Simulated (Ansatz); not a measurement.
```yaml
crystal:
  periodic: [false, false, false]
  atoms:
    - {symbol: C, position_ang: [0.010790, -0.627399, 0.480794]}
    - {symbol: O, position_ang: [0.343063, -0.141890, -0.129194]}
    - {symbol: B, position_ang: [-0.105017, 0.698459, -0.541208]}
    - {symbol: F, position_ang: [-0.856525, 0.254299, -0.974342]}
    - {symbol: F, position_ang: [0.447181, 1.231879, -0.894497]}
    - {symbol: F, position_ang: [-0.539533, 1.220698, 0.100170]}
    - {symbol: H, position_ang: [0.466720, -1.282209, 0.696998]}
    - {symbol: H, position_ang: [-0.552988, -0.907575, 0.130866]}
    - {symbol: H, position_ang: [-0.134128, -0.269233, 1.045968]}
    - {symbol: H, position_ang: [0.931816, 0.140630, 0.107305]}
basis:
  gaussian: {orbitals: aug-cc-pVTZ, fitting: {mean_field: def2-universal-jkfit}}
total_charge: -1
magnetization: {spin_polarized: true, initial_magnetization: 1}
hamiltonian: {xc: {name: HF}}
output: {forces: true}
```

```sh
$ ansatz run in.yaml --threads 4 --pin off --events-out ev --progress --plain --max-ram 10444MiB
```

Output, abridged:

```
Functional definition: HF
530 factors; integrals over basis functions are off by at most 8.1e-1 eV
mean field evaluation 1: about -11822.3936 eV, gradient 5.2e1 eV
mean field evaluation 2: about -11827.9498 eV, gradient 2.2e1 eV
mean field evaluation 4: about -11829.1808 eV, gradient 8.2e-1 eV
mean field evaluation 8: about -11829.1951 eV, gradient 1.4e-5 eV
mean field -11829.19505261 eV, -434.7149000669 hartree, gradient 1.4e-5 eV, S^2 0.750050; 3 other end points of the search recorded, 0 dependent functions left out
reference -11829.19505261 eV, -434.7149000669 hartree; 26, 25 occupied and 342, 343 virtual orbitals, 530 factors
Total energy: -11829.19505261 eV, -434.7149000669 hartree
Atom 0 at     0.010790    -0.627399     0.480794 Å, force   -25.673406   -79.706351    68.285955 eV/Å
Atom 1 at     0.343063    -0.141890    -0.129194 Å, force    64.357919    24.576804   -82.504173 eV/Å
Atom 2 at    -0.105017     0.698459    -0.541208 Å, force   -29.025192   -48.468326    10.883407 eV/Å
Atom 3 at    -0.856525     0.254299    -0.974342 Å, force   -58.618638   -32.838232   -47.811433 eV/Å
Atom 4 at     0.447181     1.231879    -0.894497 Å, force    98.540918    82.782517   -73.792029 eV/Å
Atom 5 at    -0.539533     1.220698     0.100170 Å, force   -46.436421    52.139075    76.501724 eV/Å
Atom 6 at     0.466720    -1.282209     0.696998 Å, force    10.328860   -16.873496     6.722845 eV/Å
Atom 7 at    -0.552988    -0.907575     0.130866 Å, force   -34.602666   -19.538243   -13.276095 eV/Å
Atom 8 at    -0.134128    -0.269233     1.045968 Å, force   -13.014373    23.432435    44.651996 eV/Å
Atom 9 at     0.931816     0.140630     0.107305 Å, force    34.142999    14.493818    10.337803 eV/Å
Dipole moment:    -1.883573     1.089688    -0.801051 e Å
```

In this input the geometry is squeezed to about two thirds of its size. The calculation finished and met its thresholds. The result belongs to that input, not to the molecule as meant.
